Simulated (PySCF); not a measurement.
## TiOCl2, singlet: structure and spectrum

Computed with PBE0 in PySCF with Ti def2-TZVP, O def2-TZVP, Cl def2-TZVP; no relativity; density-fitted integrals.

The structure is a minimum.

Coordinates in bohr (charge 0 multiplicity 1):
```
Ti   -0.4847    0.0000   -0.3396
O    -2.9317    0.0000   -2.0545
Cl   -1.1677    0.0000    3.7990
Cl    3.1724    0.0000   -2.3942
```

```
Point group                                                                   : C2v
Bond lengths                                                                  : Ti–Cl 2.220 Å (×2), Ti–O 1.581 Å
Bond angles                                                                   : Cl–Ti–Cl 128.7°, Cl–Ti–O 115.7° (×2)
Atomisation energy without zero-point energy                                  : 1544 kJ/mol
Lowest empty level                                                            : -3.96 eV
Dipole moment                                                                 : 0.67 D
Highest occupied level                                                        : -9.34 eV
Zero-point energy                                                             : 14.6 kJ/mol
Principal polarisabilities                                                    : 35.9, 57.4, 75.0 bohr³
Rotational constants                                                          : 0.1843, 0.0602, 0.04538 cm⁻¹
Heat capacity Cp at 298.15 K                                                  : 69.5 J/(mol K)
Enthalpy at 298.15 K above 0 K                                                : 16.70 kJ/mol
Rotational symmetry number                                                    : 2
Principal quadrupole moments (Buckingham, traceless) about the centre of mass : -5.79, -5.05, 10.84 D Å
Entropy at 298.15 K and 1 bar                                                 : 326.0 J/(mol K)
```

Harmonic modes (masses in u: Ti 47.948, O 15.995, Cl 34.969):
```csv
symmetry,ω (cm⁻¹),IR (km/mol),μ (u),type
b1,63,70.9,30.67,bend
a1,115,2.7,33.55,bend
b2,223,0.0,19.19,bend
a1,394,23.6,34.31,stretch
b2,528,197,40.27,stretch
a1,1117,257,19.33,stretch
```

In C2v the vibrations span b1 + 3a1 + 2b2. Here b1 is antisymmetric to the molecular plane and b2 lies in it.

Charges (e):
| atom | Mulliken | Löwdin | polar tensor | Mayer order to Ti1 |
| --- | --- | --- | --- | --- |
| Ti1 | 1.24 | -0.01 | 2.08 | – |
| O2 | -0.46 | -0.15 | -0.82 | 2.23 |
| Cl3,4 | -0.39 | 0.08 | -0.63 | 1.03 |

Mulliken populations on Ti1: s 6.13, p 12.32, d 2.27, f 0.04.

Outer orbital energies (eV). occupied: -11.20, -11.12, -11.00, -10.17, -10.08, -9.86, -9.68, -9.34; empty: -3.96, -3.61, -2.33, -1.22.

Formally Ti is in oxidation state +4, d0. The polar-tensor charge on Ti, 2.08, is far below the formal one.

Other isomers or separated fragments may lie lower.

The final relaxation and frequency run took 41 s on 4 threads of a shared Intel Xeon 6975P-C (Granite Rapids) host, with 150 basis functions and 14 gradients; the process peaked at 1.5 GiB. Launch command: `OMP_NUM_THREADS=4 python axn.py task.json out`.
